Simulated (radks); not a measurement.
All-electron atom: Ir in [Xe] 4f14 5d6 6s2 6p1 (not the ground configuration). Calculated with a radial shooting solver on a logarithmic mesh with Libxc functionals: Dirac Kohn-Sham, PBEsol, spin-unpolarised, spherical densities, finite nucleus; open shells fill j = l - 1/2 first; Fermi nuclear charge, rms radius 5.4032 fm.

Normalised radial functions P(r) = r R(r) (large component), r in bohr:

| r | 5d5/2 | 6p1/2 |
|---|---|---|
| 0.001981 | 0.0000 | 0.0042 |
| 0.002728 | 0.0001 | 0.0061 |
| 0.003757 | 0.0002 | 0.0090 |
| 0.005132 | 0.0004 | 0.0132 |
| 0.007068 | 0.0011 | 0.0195 |
| 0.009733 | 0.0026 | 0.0286 |
| 0.0134 | 0.0061 | 0.0408 |
| 0.01831 | 0.0134 | 0.0549 |
| 0.02522 | 0.0291 | 0.0684 |
| 0.03473 | 0.0592 | 0.0732 |
| 0.04782 | 0.1103 | 0.0570 |
| 0.06534 | 0.1798 | 0.0117 |
| 0.08998 | 0.2487 | -0.0564 |
| 0.1239 | 0.2564 | -0.1028 |
| 0.1706 | 0.1286 | -0.0651 |
| 0.2331 | -0.1283 | 0.0561 |
| 0.321 | -0.3676 | 0.1497 |
| 0.4421 | -0.3346 | 0.0705 |
| 0.6088 | 0.0400 | -0.1377 |
| 0.8318 | 0.5193 | -0.2470 |
| 1.145 | 0.8192 | -0.1073 |
| 1.577 | 0.7954 | 0.2055 |
| 2.172 | 0.5616 | 0.4785 |
| 2.968 | 0.3059 | 0.5697 |
| 4.087 | 0.1210 | 0.4757 |
| 5.628 | 0.0324 | 0.2884 |
| 7.751 | 0.0053 | 0.1256 |
| 10.59 | 0.0005 | 0.0373 |
| 14.58 | 0.0000 | 0.0062 |

5d5/2: eigenvalue -9.718 eV, 2 radial nodes at r = 0.202, 0.593 bohr, <r> = 1.68 bohr, 90 % of the charge inside 2.62 bohr. 6p1/2: eigenvalue -2.776 eV, 4 radial nodes at r = 0.0693, 0.205, 0.496, 1.29 bohr, <r> = 3.71 bohr, 90 % of the charge inside 5.70 bohr.
